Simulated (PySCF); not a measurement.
An unknown shows these calculated signals:

1H NMR (500 MHz, computed): δ 5.45 (s, 2H), 5.31 (s, 4H), 2.07 (m, 1H), 0.57 (m, 2H), 0.56 (m, 2H), -0.49 (br s, 2H).

13C{1H} NMR (computed): δ 29.0 (CH), 5.8 (CH2).

Computational details: geometry from GFN2-xTB, σ from GIAO-PBE0/pcSseg-1, in PySCF 2.14 (fast rotation and ring inversion assumed for equivalent nuclei, single conformer, no solvent, non-relativistic).

Shifts are taken against calculated references (same method and geometry level): 1H (σref 31.72), 13C (σref 186.93) against TMS.

Which of these does the molecule contain: a (CH3)2CH unit, an OH group, a Si–H bond, an NH or NH2 group, a carboxylic acid, a three-membered ring?

Results:


- A (CH3)2CH unit: no.
- An OH group: no.
- A Si–H bond: yes (δH 5.31 (s)).
- An NH or NH2 group: yes (δH -0.49 (br s)).
- A carboxylic acid: no.
- A three-membered ring: yes.

The data belong to `C1CC1N1[SiH2]N[SiH2]N[SiH2]1`, C₃H₁₃N₃Si₃; they needn't prove each group on their own.

Carbon signals by region: 2 below 50 ppm.

OH/NH shifts are gas-phase values; hydrogen bonding in solution moves them, usually downfield. Shifts are as computed. Against solution values, carbons near 30 ppm lie about +3 ppm off and those near 130 ppm about +5 ppm. Of 1211 compounds with measured shifts, 218 miss one by over three times the rms of a fit or turn the order of signals round; such compounds aren't used in these exercises. Multiplicities follow the n + 1 count of equivalent neighbours, as no J values were calculated; m marks all less simple cases, F and P coupling included.
